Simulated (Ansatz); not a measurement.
Stepwise reaction of `N[Si](N)(Cl)Br` with hydrogen, as a gas-phase model of exchange steps in deposition or etching. ΔE in kJ/mol; ΔG adds harmonic PBE0-D4 terms to CCSD(T)/CBS, at 1 bar.

Gas-phase electronic energies from Ansatz, PBE0-D4/def2-TZVP geometries. CCSD(T)/CBS is the MP2 limit (def2-TZVPP, def2-QZVPP) plus CCSD(T) − MP2 in def2-TZVPP, frozen cores. This one scheme is used for every species. DFT in def2-TZVPP. B3LYP here is the variant with VWN-RPA as its local correlation; programs differ in this. For Br outer-core shells are correlated without core-valence functions, which leaves a few kJ/mol of doubt a bond. Scalar relativity is left out up to krypton. Each species was taken in one conformer, which may not be the lowest.

```csv
step,reaction,PBE-D4,B3LYP-D4,ωB97M-V,CCSD(T)/CBS,ΔG(500 K)
1,`N[Si](N)(Cl)Br` + H₂ → `N[SiH](Cl)Br` + NH₃,52.8,56.3,57.3,55.8,51.2
2,`N[SiH](Cl)Br` + H₂ → `Cl[SiH2]Br` + NH₃,45.4,47.6,48.4,46.6,48.1
```

**Question.** By hand: ΔE of the 2 steps together at CCSD(T)/CBS.

**Answer.** (55.8) + (46.6) = 102.4 kJ/mol, or 51.2 kJ/mol a step.

In ΔE each step is lower than the one before. All are uphill at CCSD(T)/CBS. ΔG lies between 48.1 and 51.2 kJ/mol a step. PBE-D4 differs from CCSD(T)/CBS by -3.0 to -1.2 kJ/mol a step. Isolated molecules leave out the surface, adducts and barriers. Largest T1 diagnostic: 0.008.
